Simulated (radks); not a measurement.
Sb, configuration [Kr] 4d10 5s2 5p2 7d1 (not the ground configuration). Calculated with a radial shooting solver on a logarithmic mesh with Libxc functionals: Dirac Kohn-Sham, PBE, spin-unpolarised, spherical densities, point nucleus; open shells are shared between the two j in proportion to 2j + 1.

Normalised radial functions P(r) = r R(r) (large component), r in bohr:

r	4d3/2	5p1/2
0.002885	0.0001	0.0033
0.004971	0.0003	0.0073
0.008496	0.0011	0.0165
0.01452	0.0045	0.0363
0.02482	0.0179	0.0732
0.04276	0.0657	0.1218
0.07308	0.1981	0.1259
0.1249	0.4411	-0.0106
0.2135	0.5627	-0.1968
0.3678	0.0270	-0.0128
0.6286	-0.8941	0.3182
1.074	-0.9661	-0.0738
1.836	-0.3729	-0.6495
3.164	-0.0470	-0.5325
5.407	-0.0011	-0.1316
9.242	0.0000	-0.0065
15.8	0.0000	0.0000
27.22	0.0000	0.0000
46.52	0.0000	0.0000
79.5	0.0000	0.0000

4d3/2: eigenvalue -41.400 eV, 1 radial node at r = 0.374 bohr, <r> = 1.02 bohr, 90 % of the charge inside 1.57 bohr. 5p1/2: eigenvalue -11.194 eV, 3 radial nodes at r = 0.122, 0.374, 1.01 bohr, <r> = 2.61 bohr, 90 % of the charge inside 3.88 bohr.
